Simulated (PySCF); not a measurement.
## Structure from 2D NMR

Compound of formula C₄H₆F₃NO₂. Correlations simulated from computed shifts and the bond graph:

HSQC (one-bond C–H):
```
  δH    δC
3.77  86.8
3.66  60.3
```

COSY cross peaks (H two or three bonds apart, from the bond graph; peaks can be absent where the dihedral angle is near 90°):
```
  δH    δH
5.98  4.79
```

HMBC (two and three bonds, from the bond graph):
```
  δH                  δC
5.98         166.8, 86.8
4.79         166.8, 86.8
3.77  166.8, 131.7, 60.3
3.66                86.8
```

Carbons without hydrogens: δ 166.8, 131.7.

No solvent, a single conformation, rapidly exchanging positions averaged, no relativistic terms. Geometry from GFN2-xTB; PBE0/pcSseg-1 with gauge-including orbitals; PySCF 2.14.

Shifts are taken against calculated references (same method and geometry level): TMS for 1H and 13C.

Exchangeable hydrogens are left out of these lists.

Problem. Assemble the structure.

Solution. SMILES CO[C@@H](C(N)=O)C(F)(F)F.

Structure with atom numbers: `[CH3:1][O:2][C@@H:3]([C:4]([NH2:5])=[O:6])[C:7]([F:8])([F:9])[F:10]` (H(Xn): hydrogen on atom n). Ha(N5) is cis to the C=O or C=S heteroatom; Hb(N5) is trans to the C=O or C=S heteroatom.

δC 166.8 is C4, an amide carbonyl carbon. δC 131.7 is C7, a CF3 carbon. δC 86.8 is C3, an sp3 CH bonded to O, α to a carbonyl (δH 3.77). δC 60.3 is C1, a methyl carbon bonded to O (δH 3.66). HMBC from δH 3.77 reaches the proton-free carbons C4, C7. COSY links 5.98–4.79.

The shifts were computed for this structure.

OH/NH shifts are gas-phase values; hydrogen bonding in solution moves them, usually downfield. The two substituents on the amide-type nitrogen aren't averaged: C–N rotation is slow on the NMR time scale. Shifts are as computed. Against solution values, carbons near 30 ppm lie about +3 ppm off and those near 130 ppm about +5 ppm. Of 1309 compounds with measured shifts, 239 miss one by over three times the rms of a fit or turn the order of signals round; such compounds aren't used in these exercises. Hydrogen bonding in solution deshields acid and N–H amide carbonyl carbons by as much as 10 ppm beyond these values.
